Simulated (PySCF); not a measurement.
**Electron correlation in Sb²⁺ (antimony, charge +2)**

[Kr] 4d10 5s2 5p1, 2P determinant. Computed with PySCF 2.14 in cc-pVTZ-PP with ECP28MDF (5s4p3d1f, 39 functions), with a scalar-relativistic core potential. Frozen: 4s2 4p6 4d10; 3 electrons correlated.

MP2 pair energies summed by pair of shells (mhartree):

```tsv
pair	energy	share (%)
5s-5s	-18.88	55.7
5s-5p	-15.03	44.3
```

Total MP2 correlation energy: -33.91 mhartree.

Same-spin part -2.24 and opposite-spin part -31.67 mhartree; SCS-MP2 scales them by 1/3 and 6/5 to -38.75 mhartree.

```
  level  correlation energy (mhartree)
   CCSD                         -45.91
    (T)                          -0.60
CCSD(T)                         -46.51
```

Diagnostics: T1 = 0.0086, D1 = 0.0198, largest double amplitude 0.095.

Cost of the coupled-cluster step: 0.35 s of wall time on 1 thread of AMD EPYC 7R43 64-Core Processor (shared host), for 3 correlated electrons.

Iterations:

```
CC2 = 0
CCSD nocc = (np.int64(2), np.int64(1)), nmo = (30, 30)
frozen orbitals [[0, 1, 2, 3, 4, 5, 6, 7, 8], [0, 1, 2, 3, 4, 5, 6, 7, 8]]
max_cycle = 100
direct = 0
conv_tol = 1e-08
conv_tol_normt = 1e-06
diis_space = 8
diis_start_cycle = 0
Init t2, MP2 energy = -0.0339107523656348
Init E_corr(UCCSD) = -0.033910752368245
cycle = 1  E_corr(UCCSD) = -0.0419241957314454  dE = -0.00801344336  norm(t1,t2) = 0.0425765
cycle = 2  E_corr(UCCSD) = -0.0443800495025069  dE = -0.00245585377  norm(t1,t2) = 0.0167232
cycle = 3  E_corr(UCCSD) = -0.0459201654313839  dE = -0.00154011593  norm(t1,t2) = 0.0072232
cycle = 4  E_corr(UCCSD) = -0.0459063184815021  dE = 1.38469499e-05  norm(t1,t2) = 0.000770844
cycle = 5  E_corr(UCCSD) = -0.0459132593405766  dE = -6.94085907e-06  norm(t1,t2) = 8.97757e-05
cycle = 6  E_corr(UCCSD) = -0.0459117737241185  dE = 1.48561646e-06  norm(t1,t2) = 1.16556e-05
cycle = 7  E_corr(UCCSD) = -0.0459123600631802  dE = -5.86339062e-07  norm(t1,t2) = 2.65028e-06
cycle = 8  E_corr(UCCSD) = -0.0459121870308547  dE = 1.73032326e-07  norm(t1,t2) = 7.24978e-07
cycle = 9  E_corr(UCCSD) = -0.0459122116239873  dE = -2.45931327e-08  norm(t1,t2) = 1.29068e-07
cycle = 10  E_corr(UCCSD) = -0.045912213414691  dE = -1.79070363e-09  norm(t1,t2) = 1.84389e-08
UCCSD converged
E(UCCSD) = -238.4196308785555  E_corr = -0.04591221341469098
UCCSD(T) correction = -0.000601861993979437
```
